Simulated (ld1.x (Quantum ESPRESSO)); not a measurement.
# bromine (Br): variants of one RRKJ potential

Base potential:

- Element: bromine
- Generator: ld1.x (Quantum ESPRESSO) 7.5
- Type: norm-conserving RRKJ (Kleinman–Bylander form)
- Functional: PBEsol
- Relativity: scalar-relativistic
- Frozen core: [Ar]
- Valence charge: 17
- Reference configuration: 3d10 4s1.75 4p5.25
- Partial waves: 4p (bound): rc 1.45 bohr; 3d (bound): rc 0.85 bohr; 4s (bound): rc 1.40 bohr
- Local potential: the s channel
- Core correction: none
- rho0: 0.005

All-electron outer shells of the reference configuration (PBEsol, scalar-relativistic, ld1.x):

| shell | level (eV) | outermost node (bohr) | outermost maximum (bohr) |
| --- | --- | --- | --- |
| 3s | -238.03 | 0.23 | 0.48 |
| 3p | -173.65 | 0.21 | 0.48 |
| 3d | -67.10 | – | 0.43 |
| 4s | -20.34 | 0.67 | 1.41 |
| 4p | -8.01 | 0.70 | 1.66 |

Cutoffs, loose and tight: the cutoffs (Ry, on a coarse ladder) from which the occupation-weighted sum of valence levels, in a spherical-Bessel basis at the reference potential, stays within 10 and 1 mRy of its value at 400 Ry. They do not see the model core or the augmentation charge, which bear on the density cutoff. Test errors are all-electron minus pseudo excitation energies from the reference, over the configurations 3d10 4s2 4p5; 3d10 4s2 4p4; 3d10 4s2 4p3; 3d9 4s2 4p6; 3d10 4s2 4p2; 3d10 4s2 4p5.3; 3d10 4s2 4p1. A dash means not determined; rows that change the core or the reference have their own tests. The largest error is taken over the tests solved by every variant that gives reliable tests at all: 3d10 4s2 4p2; 3d10 4s2 4p3; 3d10 4s2 4p4; 3d10 4s2 4p5; 3d10 4s2 4p5.3.

A true bound ghost makes a file unfit for plane-wave use even where its test errors are small: the radial tests pick states by their node count and pass the ghost by. Where a test does run into it, the solver fails or the error is huge.

| change | outcome | cutoff, loose | cutoff, tight | bound ghosts | largest test error (meV) |
| --- | --- | --- | --- | --- | --- |
| base | generated | 300 Ry | over 300 Ry | none | -11 |
| wave 3d (bound): rc 0.85 bohr becomes 3d (bound): rc 1.04 bohr | generated | 230 Ry | over 300 Ry | none | -10 |
| functional PBE | generated | 300 Ry | over 300 Ry | none | -9.5 |

(1) What comes out with this change to the base: reference 3d10 4s1 4p6?

(2) What comes out with this change to the base: core correction a·sin(br)/r model core inside 0.64 bohr?

(3) What comes out with this change to the base: local potential the d channel?

Results:

(1) outcome: generated; cutoff, loose: 300 Ry; cutoff, tight: over 300 Ry; bound ghosts: none; largest test error (meV): -16.

(2) outcome: generated; cutoff, loose: 300 Ry; cutoff, tight: over 300 Ry; bound ghosts: none; largest test error (meV): -7.3.

(3) outcome: generated; cutoff, loose: over 300 Ry; cutoff, tight: over 300 Ry; bound ghosts: s, p; largest test error (meV): +24.
